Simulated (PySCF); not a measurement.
# Stretching LiCd

Set-up: PySCF, scalar-relativistic core potentials, basis sets Li def2-TZVP, Cd def2-TZVP with ECP28. Energies in eV from Li + Cd in their ground configurations at the same level. State: ²Σ⁺ (doublet), unpaired electrons σ ↑.

All columns are PBE0. A positive dipole means Li(−)Cd(+).

```
R (Å)  E (eV)  μ (D)  Mulliken charge on Li (basis-dependent)  HOMO (eV)  LUMO (eV)  Mayer bond order  ⟨S²⟩
2.639  -0.081  -0.32                                     0.04      -3.47      -1.43              0.65  0.75
2.761  -0.131  -0.36                                     0.04      -3.51      -1.47              0.60  0.75
2.884  -0.157  -0.39                                     0.04      -3.55      -1.50              0.55  0.75
2.976  -0.165  -0.41                                     0.04      -3.58      -1.52              0.51  0.75
3.068  -0.167  -0.42                                     0.03      -3.60      -1.54              0.47  0.75
3.160  -0.164  -0.42                                     0.03      -3.63      -1.55              0.43  0.75
3.283  -0.156  -0.43                                     0.03      -3.66      -1.56              0.39  0.75
3.436  -0.141  -0.42                                     0.03      -3.70      -1.56              0.33  0.75
3.620  -0.121  -0.42                                     0.03      -3.73      -1.56              0.27  0.75
3.866  -0.095  -0.40                                     0.02      -3.77      -1.53              0.20  0.75
```

A fit through these points gives, at Re = 3.054 Å, μ = -0.41 D and dμ/dR = -0.0852 D/Å; the reduced mass is 6.609 u.

Problem. How strong is the fundamental in the double-harmonic approximation, I = 42.26·(dμ/dR)²/μred km/mol?

Solution. I = 42.26·(-0.0852)²/6.609 = 0.0464 km/mol at PBE0.

The bond is weak. Basis-set superposition, not corrected here, can be much of De in a small basis, most of all at correlated wavefunction levels. Functionals without a dispersion term scatter widely for such bonds, and LDA overbinds them. Spin–orbit coupling is left out. The state is the lowest determinant that a PBE0 search found; another state may lie lower at other levels.
